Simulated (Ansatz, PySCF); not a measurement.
This Ansatz (a program for electronic structure) input computes a BLYP/def2-TZVPD energy:

Ansatz 0.2 input:
```yaml
crystal:
  periodic: [false, false, false]
  atoms:
    - {symbol: As, position_ang: [0.00000000, -0.00000000, -0.00000000]}
    - {symbol: H, position_ang: [-0.86089794, -1.11813083, -0.48230707]}
    - {symbol: H, position_ang: [-0.54108335, 1.29598678, -0.50162634]}
    - {symbol: H, position_ang: [1.38969123, -0.18816144, -0.50728243]}
    - {symbol: H, position_ang: [0.01229005, 0.01030549, 1.49121583]}
basis:
  gaussian:
    orbitals: def2-TZVPD
hamiltonian:
  xc: {name: BLYP}
total_charge: 1
output: {forces: true}
```

Question: Write an input for the same energy in PySCF and say what it gives.

Answer: 
```python
from pyscf import gto, scf, dft

mol = gto.M(
    atom='''
    As    0.00000000   -0.00000000   -0.00000000
    H    -0.86089794   -1.11813083   -0.48230707
    H    -0.54108335    1.29598678   -0.50162634
    H     1.38969123   -0.18816144   -0.50728243
    H     0.01229005    0.01030549    1.49121583
    ''',
    basis='def2-tzvpd',
    charge=1,
    spin=0,
    verbose=4,
)

mf = dft.RKS(mol, xc='blyp').density_fit(auxbasis='def2-universal-jkfit')
mf.grids.level = 3
mf.conv_tol = 1e-9
mf.max_cycle = 100
mf.max_memory = 1500
mf.kernel()
if not mf.converged:
    mf = mf.newton()
    mf.kernel(mf.make_rdm1())
mf.analyze()
```
It gives -2237.99493 Eh, and Ansatz -2237.99488 Eh, a difference of 0.05 mEh, from the treatment of integrals and grids.
